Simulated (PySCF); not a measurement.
Spin-Hamiltonian simulation

Molecule: `InChI=1S/C6H4N2/c7-4-6-2-1-3-8-5-6/h1-3,5H`.

Bonds (- single, = double, # triple, : aromatic): N1#C2 1.159 Å, C2-C3 1.430 Å, C3:C4 1.401 Å, C4:C5 1.388 Å, C5:C6 1.396 Å, C6:N7 1.331 Å, N7:C8 1.324 Å, C8:C3 1.406 Å. C4 carries H9; C5 carries H10; C6 carries H11; C8 carries H12.

All values are calculated (PySCF 2.14): spin–spin couplings from B3LYP/pcJ-1 (spin–dipole term only in couplings to heteroatoms), shieldings: GIAO B97-2/pcSseg-2, PBE0-D3(BJ)/def2-SVP structure. Non-relativistic Hamiltonian, no solvent model, one conformer.

Referencing at the same level of theory: ¹H (σ = 31.36 ppm) vs TMS.

The 4-spin Hamiltonian (Zeeman plus full scalar coupling among like nuclei) was diagonalised exactly; lines are Lorentzian, 0.7 Hz wide, and the maxima above 3 % are listed with the tallest set to 100.

Peak list at 800 MHz for the spins H9/H10/H11/H12:
| Hz | ppm | height |
| --- | --- | --- |
| 7282.0 | 9.102 | 57 |
| 7281.1 | 9.101 | 100 |
| 7280.0 | 9.100 | 98 |
| 7279.0 | 9.099 | 100 |
| 7278.1 | 9.098 | 57 |
| 7156.0 | 8.945 | 51 |
| 7155.1 | 8.944 | 59 |
| 7154.4 | 8.943 | 59 |
| 7153.5 | 8.942 | 52 |
| 7150.5 | 8.938 | 52 |
| 7149.6 | 8.937 | 59 |
| 7148.9 | 8.936 | 60 |
| 7148.0 | 8.935 | 51 |
| 6406.2 | 8.008 | 45 |
| 6404.6 | 8.006 | 60 |
| 6404.2 | 8.005 | 60 |
| 6402.6 | 8.003 | 45 |
| 6397.5 | 7.997 | 47 |
| 6395.8 | 7.995 | 62 |
| 6395.5 | 7.994 | 62 |
| 6393.8 | 7.992 | 47 |
| 5911.6 | 7.390 | 49 |
| 5910.6 | 7.388 | 49 |
| 5906.1 | 7.383 | 49 |
| 5905.1 | 7.381 | 50 |
| 5902.8 | 7.378 | 48 |
| 5901.8 | 7.377 | 48 |
| 5897.3 | 7.372 | 47 |
| 5896.3 | 7.370 | 46 |

Question: Extract the chemical shifts and coupling constants behind this pattern (give the signs of the calculation).

Answer: 
Shifts (ppm): H9 8.00, H10 7.38, H11 8.94, H12 9.10.
Couplings (Hz): H9–H10: 8.8; H9–H11: 1.6; H9–H12: 2.1; H10–H11: 5.5; H10–H12: 1.0; H11–H12: -0.9.
These are the parameters used. A line list fixes at most the relative signs, and those only where coupling is strong; other parameter sets or atom labellings may fit too, and couplings well below the line width leave little trace.

Unscaled 3J(H,H) at this level run about 10 % above measured values.
